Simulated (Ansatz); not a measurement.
`[F][SnH]([Br])[Br]` → `[Br][Sn][Br]` + H–F at 500 K and 1 bar (stannylene formation by 1,1-elimination).

Program: Ansatz. Geometries: PBE0-D4/def2-TZVP. ΔE: electronic, gas phase. CBS: MP2 limit from def2 TZ/QZ plus the TZ coupled-cluster correction, frozen cores. This one scheme is used for every species. def2 core potentials past Kr. For Br, Sn outer-core shells are correlated without core-valence functions, which leaves a few kJ/mol of doubt a bond. Scalar relativity is left out up to krypton.

```json
{"species": "`[F][SnH]([Br])[Br]`", "CCSD(T)/CBS energy (Eh)": "-5461.18012", "H − E (kJ/mol)": "65.2", "S (J/(mol·K))": "413.5"}
{"species": "`[Br][Sn][Br]`", "CCSD(T)/CBS energy (Eh)": "-5360.78051", "H − E (kJ/mol)": "29.5", "S (J/(mol·K))": "358.4"}
{"species": "H–F", "CCSD(T)/CBS energy (Eh)": "-100.39570", "H − E (kJ/mol)": "39.4", "S (J/(mol·K))": "188.7"}
```

H − E and S are ideal-gas, rigid-rotor, harmonic terms from PBE0-D4/def2-TZVP. 1 Eh = 2625.50 kJ/mol, R = 8.31446 J/(mol·K).

Problem. By hand: ΔE, ΔH, ΔS and ΔG.

Solution. ΔE = (-5360.78051) + (-100.39570) − (-5461.18012) = 0.00391 Eh = 10.3 kJ/mol. Δ(H − E) = 29.5 + 39.4 − 65.2 = 3.7, so ΔH = 14.0 kJ/mol. ΔS = 358.4 + 188.7 − 413.5 = 133.6 J/(mol·K). ΔG = 14.0 − 500 × (133.6)/1000 = -52.8 kJ/mol.

Problem. By hand: the equilibrium constant, and the temperature at which ΔG would vanish if ΔH and ΔS stayed fixed.

Solution. log₁₀ K = −ΔG/(RT ln 10) = 5.5. ΔG = 0 at ΔH/ΔS = 105 K.

The number of gas molecules changes by +1, which sets the sign of ΔS. A doubt of 5 kJ/mol in ΔE shifts log₁₀ K by 0.5 here. These are equilibria of isolated gas molecules and say nothing of rates. Largest T1 diagnostic: 0.011 (customary marks: 0.02 for closed shells, 0.045 for open ones).
